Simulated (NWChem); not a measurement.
System: AlIClF; SMILES [I][Al]([F])[Cl]

Here is an NWChem input.

```
start job
memory heap 200 mb stack 900 mb global 1100 mb
geometry units angstroms noautoz
  Al    -0.426559    -1.055874     0.000000
  Cl     1.016795    -2.551203     0.000000
  F     -2.016800    -1.510757     0.000000
  I      0.139973     1.311733     0.000000
end
basis spherical
  Al library def2-svp
  Cl library def2-svp
  F library def2-svp
  I library def2-svp
end
ecp
  I library def2-ecp
end
dft
  xc slater pw91lda
  iterations 150
  mulliken
end
task dft energy
```

All runs use the structure optimised with PBE0/def2-SVP. def2 effective core potentials on I; no spin-orbit coupling.

Task: What results follow from this input? (LDA (Slater exchange, PW92)/def2-SVP with def2 effective core potentials on I.) Quantities: energy (Ha); highest occupied level (eV); orbital gap (eV); dipole (D).

Result: 
```
Item                           Result
---------------------------  --------
energy (Ha)                  -1096.48
highest occupied level (eV)     -7.20
orbital gap (eV)                 4.68
dipole (D)                       0.84
```
